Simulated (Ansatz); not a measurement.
C2H8OSi2 can be A, `C1C[SiH2][SiH2]O1`, or B, `O[Si@H]1C[C@@H]1[SiH3]`.

Calculated with Ansatz (gas phase, PBE0-D4/def2-TZVP geometries, no zero-point term in ΔE). CBS: MP2 limit from def2 TZ/QZ plus the TZ coupled-cluster correction, frozen cores. Functionals use def2-TZVPP. B3LYP here is the variant with VWN-RPA as its local correlation; programs differ in this. Each species was taken in one conformer, which may not be the lowest.

Question: Which isomer does CCSD(T)/CBS put lower? Give the gap. (An estimate is asked.)

Answer: Computed: A, by 7.9 kcal/mol.

Question: Give E(B) − E(A) in kcal/mol with CCSD/def2-TZVPP, PBE-D4, PBE0-D4, ωB97M-V, B3LYP, MP2/def2-TZVPP, HF/def2-TZVPP. (An estimate is asked.)

Answer: Ansatz gave: CCSD/def2-TZVPP 8.8, PBE-D4 10.4, PBE0-D4 10.5, ωB97M-V 7.3, B3LYP 8.9, MP2/def2-TZVPP 5.6, HF/def2-TZVPP 10.1. None reverses the order clearly.

Largest T1 diagnostic: 0.013.

In def2-TZVPP, CCSD(T) changes the Hartree–Fock value by −1.5 kcal/mol (the triples alone add −0.1 kcal/mol) and MP2 by −4.6 kcal/mol. The D4 term adds +0.9 kcal/mol with B3LYP and +0.4 kcal/mol with PBE0; it sums over pairs of atoms, weighted by their polarisabilities, and B3LYP, whose exchange is more repulsive, gets the larger term.
